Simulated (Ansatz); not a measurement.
Au9⁺: single points at one geometry.

```yaml
crystal:
  periodic: [false, false, false]
  atoms:
    - {symbol: Au, position_ang: [-0.079438, 0.888988, -1.826583]}
    - {symbol: Au, position_ang: [-0.308407, 1.152950, 2.930208]}
    - {symbol: Au, position_ang: [-1.594347, 0.523536, 0.613845]}
    - {symbol: Au, position_ang: [0.607392, -1.062926, 1.623551]}
    - {symbol: Au, position_ang: [2.221395, 2.191368, -1.690034]}
    - {symbol: Au, position_ang: [1.207107, -3.315986, 0.369709]}
    - {symbol: Au, position_ang: [-0.569107, -1.764995, -0.833716]}
    - {symbol: Au, position_ang: [-2.581827, -0.203883, -1.817466]}
    - {symbol: Au, position_ang: [1.097243, 1.590938, 0.630485]}
basis:
  gaussian: {orbitals: def2-SVP, initial_orbitals: start.molden}
total_charge: 1
hamiltonian: {xc: {name: LC-wPBE, parameters: {omega: 0.15/bohr}}}
scf: {omitted_lower_state_checks: [starts]}
output: {orbitals: {seedname: orbitals}}
```

The file start.molden holds the orbitals of an earlier run on this structure, at another level or in another basis.

```sh
$ ansatz run in.yaml --threads 4 --pin off --events-out ev --progress --plain --max-ram 8704MiB
```

It prints (some lines left out):

```
Functional definition: LC-wPBE
2880 factors; their error is unknown
238 factors; integrals over basis functions are off by at most 7.2e-6 eV
mean field evaluation 1: about -33252.6406 eV, gradient 2.2e1 eV
mean field evaluation 2: about -33253.1716 eV, gradient 6.0e-1 eV
mean field evaluation 4: about -33253.1053 eV, gradient 1.7e-1 eV
mean field -33253.10536026 eV, -1222.0290822253 hartree, gradient 6.7e-5 eV, S^2 0.000000; 0 other end points of the search recorded, 0 dependent functions left out
reference -33253.10536033 eV, -1222.0290822279 hartree; 85, 85 occupied and 203, 203 virtual orbitals, 2880 factors
Total energy: -33253.10536033 eV, -1222.0290822279 hartree
Checks for a lower state left out: starts
```

It took 25 s on 4 threads of Arm Neoverse N1 on a shared host, peak host memory 0.92 GiB.

First input, but with `hamiltonian: {xc: pbe, dispersion: d4}` (abridged; 21 s):

```
Functional definition: PBE
mean field -33253.09864873 eV, -1222.0288355811 hartree, gradient 2.7e-5 eV, S^2 0.000000
Total energy: -33254.21286845 eV, -1222.0697824006 hartree
Checks for a lower state left out: starts
```

First input, but with `correlation: {method: mp2}` and without the key `hamiltonian` (abridged; 51 s):

```
Functional definition: HF
mean field -33009.83390591 eV, -1213.0890211730 hartree, gradient 2.9e-6 eV, S^2 0.000000
second order -93.38098942 eV of doubles, -0.00000000 eV of singles
Total energy: -33103.21489533 eV, -1216.5207092383 hartree
Checks for a lower state left out: starts
```

First input, but with `gaussian: {orbitals: def2-TZVP, initial_orbitals: start.molden}`, `hamiltonian: {xc: hse06, dispersion: d4}` (abridged; 64 s):

```
Functional definition: HSE06
mean field -33243.08920296 eV, -1221.6609952336 hartree, gradient 7.4e-5 eV, S^2 0.000000
Total energy: -33244.06169150 eV, -1221.6967335284 hartree
Checks for a lower state left out: starts
```

First input, but with `hamiltonian: {xc: pbe0, dispersion: d4}` (abridged; 41 s):

```
Functional definition: PBE0
mean field -33241.22349904 eV, -1221.5924318791 hartree, gradient 6.4e-5 eV, S^2 0.000000
Total energy: -33242.21247087 eV, -1221.6287759234 hartree
Checks for a lower state left out: starts
```

The first input with `gaussian: {orbitals: def2-TZVP, initial_orbitals: start.molden}`, `hamiltonian: {xc: pbe0, dispersion: d4}` (abridged; 80 s):

```
Functional definition: PBE0
mean field -33243.15481955 eV, -1221.6634065990 hartree, gradient 7.4e-5 eV, S^2 0.000000
Total energy: -33244.14379714 eV, -1221.6997508550 hartree
Checks for a lower state left out: starts
```

As the first input, with `gaussian: {orbitals: def2-TZVP, initial_orbitals: start.molden}`, `hamiltonian: {xc: r2scan, dispersion: d4}` (abridged; 61 s):

```
Functional definition: r2SCAN
mean field -33259.65641106 eV, -1222.2698289017 hartree, gradient 1.9e-5 eV, S^2 0.000000
Total energy: -33259.89012744 eV, -1222.2784178200 hartree
Checks for a lower state left out: starts
```

Geometry: PBE0-D4/def2-SVP.

In the def2 sets Au takes a core potential; there is no spin–orbit coupling. HSE06 is defined as in plane-wave codes, on full-range PBE exchange. Correlated methods freeze no core orbitals; core or outer-core shells of Au are correlated, in sets that lack core-valence functions. The structure comes from a short search, and lower isomers may exist.
